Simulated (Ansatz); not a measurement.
## CHBrClF (bromochlorofluoromethane): a line through the functionals

CHBrClF has 5 atoms, charge 0, and is taken as a singlet. SMILES: `FC(Cl)Br`. The coordinates come from a PBE0-D4/def2-TZVP relaxation.

The HOMO–LUMO gap y, in eV, basis def2-SVPD; a is the functional's share of exact exchange. Programs: Ansatz 0.2.0.

| functional | program | a | y (eV) |
| --- | --- | --- | --- |
| PBE | Ansatz | 0 | 5.24 |
| r2SCAN | Ansatz | 0 | 5.78 |
| B3LYP | Ansatz | 0.2 | 7.00 |
| PBE0 | Ansatz | 0.25 | ? |
| r2SCAN0 | Ansatz | 0.25 | 7.89 |
| BHLYP | Ansatz | 0.5 | 9.69 |

Task: Fit y = c + s·a to the known rows and predict PBE0.

Result: 
1. Means of the 5 rows: a = 0.1900, y = 7.120.
2. Σ(Δa)² = 0.172, Σ(Δa·Δy) = 1.4535, so the slope is 1.4535/0.172 = 8.4506.
3. Intercept: 7.120 − (8.4506) × 0.1900 = 5.514. The largest residual of the fit is 0.27.
4. PBE0: 5.514 + (8.4506) × 0.25 = 7.63 eV.

The run gave 7.55 eV, so the prediction is off by +0.08 eV, within the largest residual. Exact exchange lowers occupied levels and raises empty ones. The rows mix families of semi-local functionals, which the line can't see.
